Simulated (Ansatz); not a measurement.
Geometry optimisation, RKS PBE/def2-SVP (Ansatz 0.2.0).

The input (input.yaml):

```yaml
crystal:
  periodic: [false, false, false]
  atoms:
    - { symbol: Al, position_ang: [-0.134319, -0.311765, -0.082709] }
    - { symbol: Cl, position_ang: [-0.012038, -0.577847, 2.097591] }
    - { symbol: O, position_ang: [1.275717, -0.399367, -1.028236] }
    - { symbol: H, position_ang: [2.165709, -0.520004, -0.66042] }
    - { symbol: Cl, position_ang: [-2.01116, -0.22661, -0.995478] }
    - { symbol: Br, position_ang: [-0.1641, 3.096834, 1.089181] }
    - { symbol: H, position_ang: [-0.19951, 1.98346, 2.106972] }
basis:
  gaussian: { orbitals: def2-SVP }
hamiltonian:
  xc: pbe
relax:
  f_tol: 0.03
  max_steps: 50
```

Run as:

```bash
$ ansatz run input.yaml --threads 2 --pin off --max-ram 3072MiB --backend cpu --events-out ev --progress --plain --runs-dir out
```

Q: Where does it end, and by what steps?

A: The run converged. After 6 steps the energy has fallen by 0.214 eV; Br6 moved furthest, 0.57 Å. Joined: Al1–Br6 (3.60 → 2.75 Å).

```
step  energy less start (eV)  largest force component (eV/Å)  accepted
   0                  0.0000                           1.062       yes
   1                 -0.1174                           0.231       yes
   2                 -0.1645                           0.293       yes
   3                 -0.2094                           0.187       yes
   4                 -0.2120                           0.077       yes
   5                 -0.2135                           0.047       yes
   6                 -0.2140                           0.022       yes
```

```xyz
7
Properties=species:S:1:pos:R:3
Al -0.145 -0.032 0.036
Cl -0.065 -0.545 2.134
O 1.244 -0.228 -0.941
H 2.127 -0.403 -0.578
Cl -2.021 -0.135 -0.913
Br -0.106 2.614 0.795
H -0.113 1.774 1.994
```

Whether the end is a true minimum wasn't checked by a vibrational analysis.

Time of the run: 6.7 s on 2 threads of AMD EPYC 9R45 96-Core Processor (Zen 5) (shared host), peak memory 0.18 GiB.
